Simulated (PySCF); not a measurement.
## Working out the ionisation energy of Os

Os [Xe] 4f14 5d6 6s2 (5D) → Os⁺ [Xe] 4f14 5d6 6s1 (6D). All numbers are calculated (PySCF 2.14, a scalar-relativistic core potential, in cc-pVTZ-PP with ECP60MDF). Frozen: 5s2 5p6. Energies in hartree (1 hartree = 27.21139 eV):

```
             part  Os (lower)  Os⁺ (upper)
              UHF  -90.070738   -89.830904
MP2 opposite-spin   -0.104421    -0.052687
    MP2 same-spin   -0.079921    -0.076738
```

Q: What does Hartree-Fock give?

A: (-89.830904) − (-90.070738) = 0.239834 hartree = 6.526 eV.

Q: What do MP2 and SCS-MP2 (6/5 opposite-spin, 1/3 same-spin) give?

A: The opposite-spin parts differ by 1.408 eV and the same-spin parts by 0.087 eV. MP2: 6.526 + (1.408) + (0.087) = 8.021 eV. SCS-MP2: 6.526 + 1.2 × (1.408) + (0.087)/3 = 8.245 eV.

Measured between the centres of the two terms (NIST): 8.473 eV, so MP2 (valence) is off by -0.452 eV.

What remains against the reference includes basis incompleteness, the frozen core and correlation beyond second order.
